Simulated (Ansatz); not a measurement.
`[BH2][GeH2][C](C)=N`, relaxed with RKS PBE0-D4/def2-TZVP in Ansatz from a PBE-D4/def2-SVP geometry. The force threshold is 0.005 eV/Å; the program also tests the step.

The species carries charge 0 and has multiplicity 1.

Start:

```xyz
13

B    -2.088    0.332    0.890
Ge   -0.970   -0.788   -0.407
C     0.987   -0.331   -0.089
C     1.389    1.097   -0.346
N     1.851   -1.191    0.292
H    -2.547   -0.138    1.912
H    -2.214    1.525    0.688
H    -1.246   -0.443   -1.900
H    -1.042   -2.332   -0.233
H     0.829    1.783    0.323
H     1.136    1.395   -1.385
H     2.477    1.221   -0.179
H     1.438   -2.129    0.435
```

| step | energy (eV) | largest force (eV/Å) | largest move (Å) |
| --- | --- | --- | --- |
| 1 | -60876.4064 | 0.856 | 0.000 |
| 2 | -60876.4528 | 0.195 | 0.029 |
| 3 | -60876.4545 | 0.151 | 0.023 |
| 4 | -60876.4575 | 0.034 | 0.014 |
| 5 | -60876.4576 | 0.018 | 0.006 |
| 6 | -60876.4578 | 0.010 | 0.007 |
| 7 | -60876.4580 | 0.046 | 0.023 |
| 8 | -60876.4588 | 0.046 | 0.067 |
| 9 | -60876.4592 | 0.037 | 0.044 |
| 10 | -60876.4594 | 0.044 | 0.031 |
| 11 (rejected) | -60876.4561 | 0.260 | 0.095 |
| 12 (rejected) | -60876.4591 | 0.054 | 0.046 |
| 13 | -60876.4597 | 0.011 | 0.022 |
| 14 | -60876.4598 | 0.016 | 0.020 |
| 15 | -60876.4598 | 0.018 | 0.015 |
| 16 | -60876.4598 | 0.014 | 0.015 |
| 17 | -60876.4599 | 0.015 | 0.010 |
| 18 (rejected) | -60876.4599 | 0.019 | 0.012 |
| 19 | -60876.4599 | 0.005 | 0.002 |

End:

```xyz
13

B    -2.093    0.306    0.922
Ge   -0.936   -0.776   -0.383
C     0.989   -0.317   -0.099
C     1.405    1.090   -0.389
N     1.845   -1.153    0.312
H    -2.755   -0.210    1.770
H    -2.076    1.500    0.861
H    -1.293   -0.406   -1.838
H    -1.024   -2.308   -0.229
H     0.829    1.793    0.221
H     1.200    1.340   -1.434
H     2.469    1.217   -0.185
H     1.440   -2.076    0.471
```

Hardware: 2 threads of an AMD EPYC 7R13 on a shared host and a share of an NVIDIA H100 80 GB. Wall time 36 s, peak host memory 0.88 GiB.
